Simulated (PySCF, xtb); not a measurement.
Zn(Cl)(SeH) (ClHSeZn), SMILES [Cl][Zn][SeH].

xtb with GFN2-xTB at its own geometry gives an orbital gap of 2.95 eV and a dipole moment of 2.71 D.

Geometry optimised at PBE0-D3(BJ)/def2-SVP. One conformer was computed; it need not be the lowest.

Q: What does r2SCAN/def2-TZVPD in PySCF give? (Estimate from the structure and the level; the computed values follow.)

A: gap 4.53 eV (levels -6.57 and -2.04 eV), dipole 1.37 D.
